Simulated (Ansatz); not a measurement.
Compare A (`CC(F)[SiH2][SiH3]`) with its isomer B (`C[SiH2]C[SiH2]F`).

Computed with Ansatz on PBE0-D4/def2-TZVP structures; ΔE is electronic, products minus reactants. CCSD(T)/CBS adds triple-zeta CCSD(T) − MP2 to the extrapolated MP2 energy (def2 sets, frozen cores). DFT in def2-TZVPP. B3LYP here is the variant with VWN-RPA as its local correlation; programs differ in this. One conformer a species, not always the lowest.

(1) Which is lower in electronic energy at CCSD(T)/CBS, and by how much? (Best estimate.)

(2) Give E(B) − E(A) in kJ/mol with CCSD(T)/def2-TZVPP, B3LYP-D4, B3LYP, r2SCAN-D4, HF/def2-TZVPP, CCSD/def2-TZVPP, PBE-D4. (Best estimate.)

Largest T1 diagnostic: 0.012.

Answers

(1) Ansatz gave: B, by 288.1 kJ/mol.

(2) Ansatz gave: CCSD(T)/def2-TZVPP -282.8, B3LYP-D4 -274.1, B3LYP -271.5, r2SCAN-D4 -278.4, HF/def2-TZVPP -288.1, CCSD/def2-TZVPP -284.9, PBE-D4 -254.5. None reverses the order clearly.

From PBE to PBE0 (25 % exact exchange), in def2-TZVPP and without D4, E(B) − E(A) moves by −13.0 kJ/mol.
